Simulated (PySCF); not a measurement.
PySCF 2.14 output of an unrestricted LDA calculation on a single atom or ion in aug-cc-pwCVDZ-PP with ECP28MDF, with scalar relativity through the core potential:

```
SCF conv_tol = 1e-09
number electrons alpha = 10  beta = 5
    P. A. M. Dirac.,  Math. Proc. Cambridge Philos. Soc. 26, 376 (1930)
    F. Bloch.,  Z. Phys. 57, 545 (1929)
    S. H. Vosko, L. Wilk, and M. Nusair.,  Can. J. Phys. 58, 1200 (1980)
cycle= 1 E= -108.516331313786  delta_E= -0.00723  |g|= 0.0643  |ddm|= 0.403
cycle= 2 E= -108.516704024753  delta_E= -0.000373  |g|= 0.0523  |ddm|= 0.15
cycle= 3 E= -108.517380460262  delta_E= -0.000676  |g|= 0.000949  |ddm|= 0.0668
cycle= 4 E= -108.517380671341  delta_E= -2.11e-07  |g|= 5.55e-05  |ddm|= 0.000906
cycle= 5 E= -108.517380672397  delta_E= -1.06e-09  |g|= 8.55e-06  |ddm|= 8.84e-05
cycle= 6 E= -108.51738067242  delta_E= -2.34e-11  |g|= 7.19e-07  |ddm|= 1.46e-05
converged SCF energy = -108.51738067242  <S^2> = 8.7504126  2S+1 = 6.0001375
```

The run itself started from symmetry-adapted Hartree-Fock orbitals and held the occupation by maximum overlap, on a logarithmic radial grid, so the iterations belong to that start.

Problem. Which element, charge and spin multiplicity is this?

Solution. Rh²⁺ (rhodium, charge +2), multiplicity 6; the state was [Kr] 4d6 5p1, one real determinant (an excited configuration).

⟨L²⟩ = 8.00 against 12 for a pure F term, so this real determinant mixes terms. Energies and moments cover only the electrons outside the core potential.
